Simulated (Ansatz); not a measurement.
The Ansatz (a quantum-chemistry and plane-wave program) input:
Ansatz 0.2 input:
```yaml
crystal:
  periodic: [false, false, false]
  atoms:
    - {symbol: Cl, position_ang: [0.00000000, 0.00000000, 0.00000000]}
basis:
  gaussian:
    orbitals: pcseg-1.json
magnetization: {spin_polarized: true, initial_magnetization: 1}
correlation: {method: ccsd_t}
```
The basis file holds pcseg-1 in the JSON format of the Basis Set Exchange.

Problem. What does this run give for the number of basis functions, SCF-reference <S^2>, total energy, coupled-cluster correlation energy (without the perturbative part), MP2 correlation energy, T1 diagnostic?

Solution. 
| Quantity | Value |
|---|---|
| number of basis functions | 18 |
| SCF-reference <S^2> | 0.756 |
| total energy | -459.5590 Eh |
| coupled-cluster correlation energy (without the perturbative part) | -0.1232 Eh |
| MP2 correlation energy | -0.1066 Eh |
| T1 diagnostic | 0.005 |
